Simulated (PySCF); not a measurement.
# UHF on Ti⁴⁺ (titanium, charge +4)

Configuration: [Ar], closed-shell 1S. Calculation: PySCF 2.14, in an uncontracted even-tempered set (19 s from 0.13 bohr⁻², ratio 2.5; 13 p from 0.17 bohr⁻², ratio 2.5; 5 d from 2.3 bohr⁻², ratio 2.7; 5 f from 3.5 bohr⁻², ratio 2.7); no relativity, point nucleus.

```json
{
 "Total energy": "-845.185305 hartree",
 "One-electron energy": "-1122.2842 hartree",
 "Hartree (Coulomb) energy": "316.7981 hartree",
 "Exchange energy": "-39.6992 hartree",
 "Kinetic energy": "845.18257 hartree",
 "⟨S²⟩": "0.0000",
 "⟨L²⟩": "0.000",
 "Sum of ⟨r⟩": "10.69 bohr",
 "Sum of ⟨r²⟩": "10.52 bohr²",
 "Density at the nucleus (Gaussians lack the cusp)": "7070 bohr⁻³"
}
```

```csv
shell,electrons,mean orbital energy (hartree),"rms radius, mean of both spins (bohr)"
1s,2,-185.27984,0.0812
2s,2,-23.48732,0.353
2p,6,-19.85156,0.321
3s,2,-4.76852,1.05
3p,6,-3.65095,1.11
```

Spin-orbit constants ζ (cm⁻¹) from the X2C one-electron operator on these orbitals (non-relativistic here): bare nucleus, nucleus screened by l(l+1)(2l+1)/3 electrons, and screened by the Breit-Pauli mean field of the electrons.

```tsv
shell	bare	screened nucleus	mean field
2p	32400	29450	28080
3p	3854	3504	3318
```
